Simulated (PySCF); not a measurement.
1,1-dimethylcyclohexane, C8H16.
Numbering: `[CH3:1][C:2]1([CH3:3])[CH2:4][CH2:5][CH2:6][CH2:7][CH2:8]1`

Probes without a nucleus sit at each ring's centroid and 1 Å off its mean plane on both sides; NICS is minus the shielding there, NICSzz its component along the normal. Level: GIAO PBE0/pcSseg-1 (PySCF, non-relativistic, gas phase) on the GFN2-xTB geometry, one conformer.

Ring bond lengths (Å), with Mayer bond orders in brackets: C2–C4 1.536 (0.98), C4–C5 1.526 (1.04), C5–C6 1.525 (1.04), C6–C7 1.525 (1.04), C7–C8 1.526 (1.04), C8–C2 1.536 (0.98).

Task: Give the NICS values of each ring in ppm.

Result: 
| ring | type | NICS(0) | NICS(1), two faces | NICS(1)zz, two faces | rms pucker (Å) | centre to ring atoms, mean (Å) |
| --- | --- | --- | --- | --- | --- | --- |
| C2–C4–C5–C6–C7–C8 | 6-membered carbocycle; formal bonds all single | -2.7 | -2.5 / -2.4 | 2.2 / 2.0 | 0.23 | 1.47 |

Task: What can be read from them?

Result: 
- C2–C4–C5–C6–C7–C8: mean NICS(1)zz 2.1 ppm, near zero. C2, C4, C5, C6, C7, C8 have four or more neighbours, and the NICS criterion for π rings isn't applied.

Task: At the second NICS(1) probe listed for ring C2–C4–C5–C6–C7–C8, 1 Å off the ring, what do the in-plane components average?

Result: The isotropic value is a third of the trace: (3 × -2.4 − (2.0))/2 = -4.6 ppm.
